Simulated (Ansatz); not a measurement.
Reaction (formal exchange of groups at the Si–C bond): `CNC(=O)[SiH2]Cl` + `C=C[SiH2]N` → `C=C[SiH2][SiH2]Cl` + `CNC(N)=O`

Computed with Ansatz on PBE0-D4/def2-TZVP structures; ΔE is electronic, products minus reactants. CBS: MP2 limit from def2 TZ/QZ plus the TZ coupled-cluster correction, frozen cores. Functionals use def2-TZVPP. Each species was taken in one conformer, which may not be the lowest.

`CNC(=O)[SiH2]Cl`:

Z-matrix (Å, degrees):
```
C
N 1 1.443
H 1 1.089 2 107.7
H 1 1.093 2 111.0 3 119.3
H 1 1.093 2 111.0 3 -119.3
C 2 1.345 1 123.1 3 -0.3
H 2 1.007 1 119.5 3 179.7
Si 6 1.903 2 120.3 1 -180.0
O 6 1.222 2 124.9 1 0.0
Cl 8 2.070 6 110.9 2 -0.0
H 8 1.478 6 108.8 2 119.1
H 8 1.478 6 108.8 2 -119.1
```

`C=C[SiH2]N`:

Z-matrix (Å, degrees):
```
Si
C 1 1.865
N 1 1.715 2 114.9
H 1 1.488 2 108.4 3 -120.8
H 1 1.488 2 108.4 3 120.8
C 2 1.330 1 123.1 3 0.1
H 2 1.091 1 118.8 3 -179.9
H 3 1.006 1 121.5 2 75.9
H 3 1.006 1 121.5 2 -76.3
H 6 1.087 2 122.6 1 180.0
H 6 1.087 2 121.2 1 -0.0
```

`C=C[SiH2][SiH2]Cl`:

Cartesian coordinates in Å:
```
C 1.084 -0.122 2.084
C 0.113 -0.498 1.257
Si -0.713 0.658 0.058
Si -0.256 -0.034 -2.132
Cl -0.846 -2.010 -2.302
H 1.567 -0.821 2.760
H 1.439 0.904 2.123
H -0.198 -1.542 1.261
H -2.192 0.656 0.232
H -0.195 2.040 0.264
H 1.195 0.024 -2.447
H -0.998 0.744 -3.157
```

`CNC(N)=O`:

Cartesian coordinates in Å:
```
C -0.132 1.503 0.698
N -0.420 0.140 0.327
C 0.467 -0.555 -0.450
N -0.011 -1.773 -0.897
O 1.571 -0.143 -0.739
H 0.941 1.594 0.855
H -0.422 2.222 -0.076
H -0.651 1.749 1.625
H -1.389 -0.121 0.256
H 0.713 -2.353 -1.287
H -0.667 -2.263 -0.312
```

```csv
level,ΔE (kcal/mol)
ωB97X-V,8.0
PBE0,5.9
MP2/def2-TZVPP,11.7
HF/CBS(def2),7.5
```

(1) What does CCSD(T)/CBS give? (Estimate.)

Largest T1 diagnostic among the species: 0.015.

## Answers

(1) The calculation gave: +10.7 kcal/mol. The listed levels differ from it by -2.7, -4.8, 1.0, -3.2 kcal/mol.

In def2-TZVPP, CCSD(T) changes the Hartree–Fock value by +2.7 kcal/mol (the triples alone add +0.6 kcal/mol) and MP2 by +4.6 kcal/mol. From PBE to PBE0 (25 % exact exchange), in def2-TZVPP and without D4, ΔE moves by −1.0 kcal/mol.
